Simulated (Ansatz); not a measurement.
## Energy profile

The step: CH₅Ga ([CH3][GaH2]) + H₂S → GaH₃S ([SH][GaH2]) + CH₄; bonds formed: C2–H5; dative contacts that become bonds: Ga1–S6; bonds broken: Ga1–C2, H5–S6 (atoms numbered as in the saddle structure below).

Ga1  (-0.905, 0.218, 0.706)
C2  (0.483, 0.705, -0.857)
H3  (-2.189, -0.407, 0.081)
H4  (-0.751, 1.260, 1.854)
H5  (0.723, -0.456, 0.103)
S6  (0.672, -1.602, 1.234)
H7  (-0.142, 1.566, -1.129)
H8  (1.471, 1.110, -0.627)
H9  (0.538, 0.070, -1.743)
H10  (0.100, -2.464, 0.378)
(Å)

Electronic energies by CCSD(T) at an estimated basis limit (MP2 extrapolated from triple and quadruple zeta, plus CCSD(T) − MP2 in triple zeta), on PBE0-D4/def2-TZVP structures; CH7GaS, closed shell; no counterpoise correction. Ansatz 0.2.0; basis: def2-TZVPP and def2-QZVPP; cores frozen in the correlated methods. Filled d shells of the heavier atoms are correlated. The def2 sets are not built for correlating such inner shells, so the correlated values are less sure here. Extrapolation: Hartree–Fock as exp(−7.88 √X), correlation as X^−2.97.

**Question.** Give the profile in kJ/mol, counted from the separated reactants. (To be estimated.)

**Answer.** The calculation gives:
```json
{"point": "separated: CH5Ga (linked as [CH3][GaH2]; Ga1, C2, H3, H4, H7, H8, H9; singlet) + H2S (H5, S6, H10; singlet)", "kJ/mol": "0.0"}
{"point": "start structure", "kJ/mol": "-43.3"}
{"point": "saddle", "kJ/mol": "46.3"}
{"point": "end structure", "kJ/mol": "-128.3"}
{"point": "separated: GaH3S (linked as [SH][GaH2]; Ga1, H3, H4, S6, H10; singlet) + CH4 (C2, H5, H7, H8, H9; singlet)", "kJ/mol": "-120.2"}
```

No T1 diagnostic of these runs exceeds 0.014.

Exchanges of this kind with a chalcogen hydride build sulfide and selenide films.

For scale, one of the runs: CCSD(T)/def2-TZVPP, 219 basis functions, launched by `ansatz run in.yaml --threads 4 --pin off --events-out ev --progress --plain --max-ram 9574MiB`. Time: 73 s of wall clock on 4 CPU threads of an Arm Neoverse V2; the host was shared. Peak host memory: 3.1 GiB.
